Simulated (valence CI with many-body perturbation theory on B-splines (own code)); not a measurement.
**E1 transitions of Sc6+**

Calculated by relativistic CI+MBPT: five valence electrons over a frozen Dirac-Fock core [Ne], a basis of 11 s, 11 p, 10 d, 8 f, 5 g, 2 h functions for each j, with the one-electron correlation potential Σ1, the two-electron term Σ2, the three-electron term Σ3, Breit, model QED; selected CI, second order for the rest, scaled by the run's own slope (own B-spline code, finite nucleus).

Set against measurement, 7 paired levels are off by 114 cm⁻¹ on average, the worst by 199. These come from a selection out of Sugar and Corliss, J. Phys. Chem. Ref. Data 9, 473 (1980). Levels without a partner in it may be off by more. Among the levels kept, up to 3200 cm⁻¹ of a level comes from second order outside the variational space, and about a tenth of that is noise between levels of different J, which matters for small intervals.

Lines 301 to 350 of 560 in falling wavelength, among levels below 80.021 eV, chosen from the strongest by gf and those to the six lowest levels. Wavelengths and rates use the calculated energies, so an error of 100 cm⁻¹ moves a line at 32.51 nm by 0.033 % and its rate by three times that or more. Electric multipoles are in the length gauge, E1 and E2 with the static RPA response of the core. Weak lines are less certain than strong ones. Lines between different terms over intervals too small for the method are left out, as are lines whose strength nearly cancels. Where a level lies close to another of its J and parity, the split of strength between their lines is uncertain. The highest levels of a list are the least certain.

Names give the largest LS component (configuration and term), which can be under half, so a name can repeat, a term be missing and a line seem to break the LS rules; names also repeat where a configuration has a term twice. Letters in brackets count levels of one name in rising energy.

| λ vac (nm) | Upper | Lower | A (s⁻¹) | S (a.u.) |
| --- | --- | --- | --- | --- |
| 32.51 | 3s²3p²3d ⁴P_1/2 | 3s²3p³ ²D°_3/2 | 3.72e+08 | 1.26e-02 |
| 32.50 | 3s²3p3d² ⁴D°_3/2 [b] | 3s²3p²3d ⁴P_5/2 | 1.72e+09 | 1.16e-01 |
| 32.43 | 3s3p³3d ²D°_5/2 [f] | 3s²3p²3d ²P_3/2 [b] | 1.05e+10 | 1.06e+00 |
| 32.34 | 3s3p³3d ²P°_1/2 [b] | 3s²3p²3d ²P_1/2 [a] | 8.67e+09 | 2.89e-01 |
| 32.29 | 3s²3p3d² ²G°_7/2 | 3s²3p²3d ²G_9/2 | 8.40e+08 | 1.12e-01 |
| 32.24 | 3s²3p3d² ²G°_7/2 | 3s²3p²3d ²G_7/2 | 2.85e+10 | 3.77e+00 |
| 32.23 | 3s²3p²3d ²D_5/2 [b] | 3s²3p³ ²P°_3/2 | 2.45e+09 | 2.43e-01 |
| 32.23 | 3s²3p3d² ²G°_9/2 | 3s²3p²3d ²G_9/2 | 2.96e+10 | 4.89e+00 |
| 32.20 | 3s²3p3d² ⁴D°_7/2 [a] | 3s²3p²3d ²F_7/2 [a] | 3.05e+09 | 4.02e-01 |
| 32.16 | 3s²3p3d² ⁴D°_1/2 [a] | 3s²3p²3d ⁴D_1/2 | 5.46e+09 | 1.79e-01 |
| 32.16 | 3s3p³3d ⁴D°_3/2 [b] | 3s3p⁴ ⁴P_1/2 | 1.88e+09 | 1.24e-01 |
| 32.13 | 3s3p³3d ²P°_1/2 [a] | 3s3p⁴ ²D_3/2 | 3.71e+10 | 1.22e+00 |
| 32.11 | 3s²3p3d² ⁴D°_3/2 [a] | 3s²3p²3d ⁴D_3/2 | 4.90e+09 | 3.20e-01 |
| 32.11 | 3s3p³3d ²P°_3/2 [a] | 3s3p⁴ ²D_5/2 | 3.48e+10 | 2.28e+00 |
| 32.10 | 3s²3p3d² ⁴D°_5/2 [a] | 3s²3p²3d ⁴D_5/2 | 5.15e+09 | 5.04e-01 |
| 32.09 | 3s²3p²3d ²D_3/2 [b] | 3s²3p³ ²P°_1/2 | 2.15e+09 | 1.40e-01 |
| 32.09 | 3s²3p²3d ²D_3/2 [a] | 3s²3p³ ²D°_5/2 | 1.87e+09 | 1.22e-01 |
| 32.08 | 3s²3p3d² ⁴D°_3/2 [a] | 3s²3p²3d ⁴D_1/2 | 2.86e+09 | 1.87e-01 |
| 32.08 | 3s3p³3d ²P°_3/2 [a] | 3s3p⁴ ²D_3/2 | 4.59e+09 | 2.99e-01 |
| 32.02 | 3s²3p²3d ²D_3/2 [a] | 3s²3p³ ²D°_3/2 | 5.22e+09 | 3.38e-01 |
| 31.99 | 3s²3p3d² ⁴D°_5/2 [a] | 3s²3p²3d ⁴D_3/2 | 2.95e+09 | 2.86e-01 |
| 31.93 | 3s3p³3d ⁴P°_5/2 [a] | 3s3p⁴ ⁴P_3/2 | 3.17e+09 | 3.06e-01 |
| 31.93 | 3s²3p3d² ⁴D°_7/2 [a] | 3s²3p²3d ⁴D_5/2 | 1.43e+09 | 1.83e-01 |
| 31.83 | 3s²3p3d² ⁴D°_5/2 [a] | 3s²3p²3d ²F_5/2 [a] | 1.82e+09 | 1.74e-01 |
| 31.81 | 3s3p³3d ²P°_3/2 [b] | 3s²3p²3d ²P_3/2 [a] | 5.29e+09 | 3.36e-01 |
| 31.77 | 3s²3p²4p ²F°_5/2 | 3s²3p²3d ²G_7/2 | 2.32e+09 | 2.21e-01 |
| 31.76 | 3s²3p3d² ⁴D°_7/2 [a] | 3s²3p²3d ⁴D_7/2 | 5.49e+09 | 6.95e-01 |
| 31.74 | 3s3p³3d ⁴D°_3/2 [b] | 3s3p⁴ ⁴P_5/2 | 8.21e+08 | 5.18e-02 |
| 31.72 | 3s²3p²3d ²D_5/2 [a] | 3s²3p³ ²D°_5/2 | 9.02e+09 | 8.52e-01 |
| 31.69 | 3s²3p²4p ²F°_7/2 | 3s²3p²3d ²G_9/2 | 2.24e+09 | 2.81e-01 |
| 31.66 | 3s3p³3d ⁴P°_5/2 [a] | 3s3p⁴ ⁴P_5/2 | 1.13e+09 | 1.06e-01 |
| 31.65 | 3s²3p²3d ²D_5/2 [a] | 3s²3p³ ²D°_3/2 | 5.17e+08 | 4.86e-02 |
| 31.64 | 3s3p³3d ⁴P°_3/2 [a] | 3s3p⁴ ⁴P_5/2 | 2.02e+09 | 1.26e-01 |
| 31.56 | 3s²3p²4p ⁴D°_5/2 | 3s²3p²3d ²F_7/2 [a] | 2.65e+09 | 2.46e-01 |
| 31.49 | 3s3p³3d ⁴D°_5/2 [b] | 3s3p⁴ ⁴P_5/2 | 3.82e+09 | 3.53e-01 |
| 31.46 | 3s²3p²4p ⁴D°_3/2 | 3s²3p²3d ⁴D_5/2 | 4.24e+09 | 2.61e-01 |
| 31.39 | 3s3p³3d ²D°_3/2 [a] | 3s3p⁴ ⁴P_5/2 | 5.58e+07 | 3.40e-03 |
| 31.38 | 3s²3p²4p ⁴P°_5/2 | 3s²3p²3d ²F_7/2 [a] | 3.79e+09 | 3.47e-01 |
| 31.36 | 3s²3p²4p ⁴D°_1/2 | 3s²3p²3d ⁴D_1/2 | 4.02e+09 | 1.23e-01 |
| 31.35 | 3s²3p²4p ⁴D°_3/2 | 3s²3p²3d ⁴D_3/2 | 5.25e+09 | 3.19e-01 |
| 31.34 | 3s3p³3d ⁴D°_7/2 [b] | 3s3p⁴ ⁴P_5/2 | 2.29e+09 | 2.79e-01 |
| 31.31 | 3s²3p3d² ²F°_7/2 | 3s²3p²3d ²F_7/2 [a] | 1.13e+10 | 1.37e+00 |
| 31.31 | 3s3p³3d ²D°_5/2 [a] | 3s3p⁴ ⁴P_5/2 | 4.34e+08 | 3.95e-02 |
| 31.29 | 3s²3p²4p ⁴P°_3/2 | 3s²3p²3d ⁴D_5/2 | 7.82e+09 | 4.73e-01 |
| 31.28 | 3s²3p3d² ²F°_5/2 | 3s²3p²3d ⁴D_5/2 | 6.51e+09 | 5.91e-01 |
| 31.26 | 3s²3p²4p ⁴P°_1/2 | 3s²3p²3d ⁴D_3/2 | 1.49e+10 | 4.49e-01 |
| 31.23 | 3s²3p²4p ⁴P°_1/2 | 3s²3p²3d ⁴D_1/2 | 1.19e+10 | 3.58e-01 |
| 31.19 | 3s²3p²4p ⁴D°_3/2 | 3s²3p²3d ²F_5/2 [a] | 1.78e+09 | 1.07e-01 |
| 31.18 | 3s²3p²4p ⁴P°_3/2 | 3s²3p²3d ⁴D_3/2 | 3.90e+09 | 2.33e-01 |
| 31.16 | 3s²3p3d² ⁴D°_7/2 [a] | 3s²3p²3d ⁴F_9/2 | 2.01e+10 | 2.40e+00 |
